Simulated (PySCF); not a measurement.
Compound: CH9NSi2.
Numbering: `[CH3:1][SiH2:2][NH:3][SiH3:4]` (hydrogens: H5, H6, H7 on C1; H8, H9 on Si2; H10 on N3; H11, H12, H13 on Si4)

Structure used (PBE0-D3(BJ)/def2-SVP), in Å, numbered top down from 1:
```xyz
13
CH9NSi2 angstrom
C     -2.2162    0.0476   -0.0411
Si    -0.6563   -0.9880    0.0590
N      0.7543   -0.0317    0.4376
Si     2.2051    0.2120   -0.4888
H     -2.1093    0.8448   -0.7926
H     -3.0781   -0.5796   -0.3198
H     -2.4443    0.5196    0.9277
H     -0.8605   -2.0526    1.0949
H     -0.3824   -1.6440   -1.2553
H      0.7674    0.3701    1.3723
H      2.5944    1.6576   -0.4920
H      1.9314   -0.2322   -1.8867
H      3.3809   -0.5548    0.0365
```

Theory: PySCF 2.14.0, PBE0-D3(BJ)/def2-SVP geometry optimisation, gas phase.

Take the most abundant isotopes and a rigid rotor. The values belong to one conformer with, in the numbering `[CH3:1][SiH2:2][NH:3][SiH3:4]`, C1–Si2–N3–Si4 -119°.

Problem. Give the principal moments of inertia and the rotational constants in MHz.

Solution. Ia = 42.84, Ib = 276.32, Ic = 288.28 u·Å²; 505379 MHz·u·Å²/I gives A = 11797, B = 1829, C = 1753 MHz.

Problem. Classify the top.

Solution. A near-prolate asymmetric top. Ray's parameter κ = (2B − A − C)/(A − C) = -0.985; −1 is the prolate and +1 the oblate limit.

Problem. What does the inertial defect say?

Solution. Not planar: Δ = Ic − Ia − Ib = -30.88 u·Å². For a rigid frame Δ = −2 Σ m c², so Σ m c² = 15.44 u·Å² lies off the ab plane: 9.62 from hydrogen and 5.82 from heavier atoms. The atom farthest from that plane is 1.63 Å away.

Problem. List the rotational levels J(Ka,Kc) to J = 3 (MHz).

Solution. Above 0(0,0):
J = 1: 1(0,1) 3582, 1(1,1) 13550, 1(1,0) 13626
J = 2: 2(0,2) 10746, 2(1,2) 20638, 2(1,1) 20866, 2(2,1) 50770, 2(2,0) 50771
J = 3: 3(0,3) 21490, 3(1,3) 31270, 3(1,2) 31725, 3(2,2) 61516, 3(2,1) 61518, 3(3,1) 111546, 3(3,0) 111546
The levels of one J sum to (2J + 1)J(J + 1)(A + B + C)/3.

Problem. Predict some low-J microwave lines.

Solution. The dipole components are |μa| = 0.67 D, |μb| = 0.66 D, |μc| = 0.85 D. Intensities carry the squares of the components, which stand as 0.61 : 0.60 : 1.00 (a : b : c). Some lines, for components of 0.1 D or more:

```tsv
type	branch	J(Ka,Kc)	MHz	lower level (cm⁻¹)
b	R	3(0,3) ← 2(1,2)	852	0.688
a	R	2(1,2) ← 1(1,1)	7088	0.452
c	Q	1(1,1) ← 1(0,1)	9968	0.119
b	Q	2(1,1) ← 2(0,2)	10120	0.358
b	Q	3(1,2) ← 3(0,3)	10235	0.717
a	R	3(1,3) ← 2(1,2)	10632	0.688
a	R	3(0,3) ← 2(0,2)	10744	0.358
b	R	1(1,1) ← 0(0,0)	13550	0.000
c	R	1(1,0) ← 0(0,0)	13626	0.000
c	R	2(1,1) ← 1(0,1)	17284	0.119
b	R	3(1,3) ← 2(0,2)	20525	0.358
b	Q	3(2,1) ← 3(1,2)	29793	1.058
c	R	2(2,0) ← 1(1,0)	37145	0.455
c	R	3(2,1) ← 2(1,1)	40652	0.696
c	R	3(2,2) ← 2(1,2)	40878	0.688
b	R	3(2,1) ← 2(1,2)	40880	0.688
b	Q	3(3,0) ← 3(2,1)	50028	2.052
b	R	3(3,1) ← 2(2,0)	60776	1.694
c	R	3(3,1) ← 2(2,1)	60776	1.694
b	R	3(3,0) ← 2(2,1)	60776	1.694
```

No PBE0-D3(BJ)/def2-SVP frequencies stand behind this structure, so it isn't proved a minimum. No vibrational averaging or centrifugal distortion is included, and the geometry carries the error of its method. A rigid rotor knows nothing of internal rotation, which can split or shift real lines. Quadrupole hyperfine structure (14N) is left out.

Time: 77 s. Hardware: one thread, Arm Neoverse N1 (shared host). These figures are those of the optimisation.
